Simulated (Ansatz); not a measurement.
## GeF2 (SMILES [F][Ge][F]): from total energies to a heat of formation

GeF2 has 3 atoms, charge 0, and is taken as a singlet. SMILES: `[F][Ge][F]`. Geometry: relaxed at PBE0-D4/def2-TZVP.

```xyz
3

F    -0.6759   -1.1018   -0.4975
Ge    0.6375   -0.2952    0.3202
F     0.0276    1.3321    0.1641
```

Total energies at PBE/def2-TZVPP (Ansatz 0.2.0); the atoms run unrestricted:

| species | state | energy (Eh) |
| --- | --- | --- |
| GeF2 | singlet | -2276.365349 |
| F | doublet | -99.669123 |
| Ge | triplet | -2076.601766 |

Harmonic wavenumbers at PBE0-D4/def2-TZVP, in cm⁻¹: 260, 669, 695.

Measured heats of formation of the gaseous atoms at 298.15 K, in kJ/mol: F 79.4, Ge 372.0. Spin-orbit lowering of the atoms at 298 K (mean of the ground term's levels less their thermal mean, from spectra), in kJ/mol: F 1.29, Ge 10.39. Take 1 Eh = 2625.50 kJ/mol, 1 cm⁻¹ = 0.0119627 kJ/mol, RT = 2.479 kJ/mol.

Problem. What heat of formation follows?

Solution. 
1. Electronic atomisation energy: 2 × (-99.669123) + (-2076.601766) − (-2276.365349) = 0.425337 Eh = 1116.7 kJ/mol.
2. Zero-point energy: half the sum of the wavenumbers, 812 cm⁻¹ = 9.7 kJ/mol.
3. Thermal vibrational enthalpy, Σ hcν̃/(exp(hcν̃/kT) − 1): 1.9 kJ/mol. Translation, rotation and pV of a non-linear molecule: 4 RT = 9.9 kJ/mol.
4. The 3 free atoms carry 5/2 RT each: 18.6 kJ/mol.
5. Spin-orbit coupling lowers the free atoms by 2 × 1.29 + 10.39 = 13.0 kJ/mol.
6. Atomisation enthalpy at 298 K: 1116.7 − 13.0 − 9.7 − 1.9 − 9.9 + 18.6 = 1100.8 kJ/mol.
7. Sum of the atoms' heats of formation: 530.8 kJ/mol. Heat of formation: 530.8 − 1100.8 = -570.0 kJ/mol.

No measured value is set beside it here. Relativity is left out. Anharmonicity and any spin-orbit splitting of the molecule are left out.
